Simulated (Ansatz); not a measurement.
Relaxation of Cl₃H₄NSn (9 atoms, charge 0, multiplicity 1), to a largest force component of 0.03 eV/Å in at most 50 steps.

Method: RHF/def2-SVP (Ansatz).

```xyz
9
Properties=species:S:1:pos:R:3
Sn 0.190 0.017 -0.090
H 0.087 -0.085 1.624
Cl 2.411 0.038 -0.781
Cl -0.780 1.961 -0.923
Cl -0.818 -1.808 -1.127
N -2.676 -0.057 1.560
H -2.853 -0.730 0.835
H -2.740 0.876 1.192
H -1.750 -0.212 1.970
```

**Question.** Where does it end, and by what steps?

**Answer.** The run converged. The force dipped under the threshold on the way, but the program's further checks kept it going. After 9 steps the energy has fallen by 0.223 eV; H9 moved furthest, 0.76 Å.

| step | energy less start (eV) | largest force component (eV/Å) | accepted |
| --- | --- | --- | --- |
| 0 | 0.0000 | 1.412 | yes |
| 1 | -0.1352 | 0.429 | yes |
| 2 | -0.1932 | 0.373 | yes |
| 3 | -0.2080 | 0.186 | yes |
| 4 | -0.2207 | 0.097 | yes |
| 5 | -0.2194 | 0.254 | no |
| 6 | -0.2223 | 0.011 | yes |
| 7 | -0.2231 | 0.058 | yes |
| 8 | -0.2230 | 0.051 | no |
| 9 | -0.2233 | 0.024 | yes |

```xyz
9
Properties=species:S:1:pos:R:3
Sn 0.501 0.022 -0.166
H 0.645 -0.104 1.508
Cl 2.591 0.059 -1.183
Cl -0.608 1.970 -0.791
Cl -0.673 -1.776 -1.066
N -3.086 -0.043 1.586
H -2.975 -0.792 0.924
H -2.904 0.828 1.120
H -2.419 -0.164 2.328
```

Whether the end is a true minimum wasn't checked by a vibrational analysis.

Time of the run: 23 s on 2 threads of Arm Neoverse V1 (shared host), peak memory 0.29 GiB.
